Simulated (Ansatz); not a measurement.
`C=C(C)B(F)Cl`. Total charge 0; spin multiplicity 1. The structure was optimised at the PBE0-D4/def2-TZVP level. It is one conformer, not always the lowest.

```xyz
11

C    -1.217   -0.001    0.893
C    -0.121   -0.041    0.128
C     0.116    0.941   -0.977
B     0.910   -1.156    0.429
F     0.716   -2.029    1.402
Cl    2.395   -1.328   -0.498
H    -1.990    0.749    0.747
H    -1.376   -0.719    1.690
H     0.224    0.431   -1.939
H     1.046    1.494   -0.818
H    -0.703    1.658   -1.056
```

What is the dipole moment at B3LYP/def2-TZVPP? (Best estimate.)

Ansatz gave: 1.90 D, with components (-1.29, 1.36, -0.34) D in this frame, pointing from negative to positive charge.

And with PBE, r2SCAN, ωB97M-V? (Best estimate.)

Ansatz gave: PBE 1.81 D, r2SCAN 1.90 D, ωB97M-V 1.86 D.

Give the Mulliken charges with B3LYP, ωB97M-V, PBE in def2-TZVPP. (Estimate.)

Computed: 
```csv
atom,B3LYP,ωB97M-V,PBE
C1,-0.17,-0.17,-0.14
C2,-0.08,-0.05,-0.08
C3,-0.22,-0.30,-0.23
B4,0.38,0.33,0.33
F5,-0.23,-0.22,-0.19
Cl6,-0.16,-0.13,-0.15
H7,0.11,0.11,0.09
H8,0.11,0.11,0.10
H9,0.10,0.12,0.10
H10,0.10,0.12,0.10
H11,0.08,0.09,0.08
```

B3LYP here is the variant with VWN-RPA as its local correlation; programs differ in this.
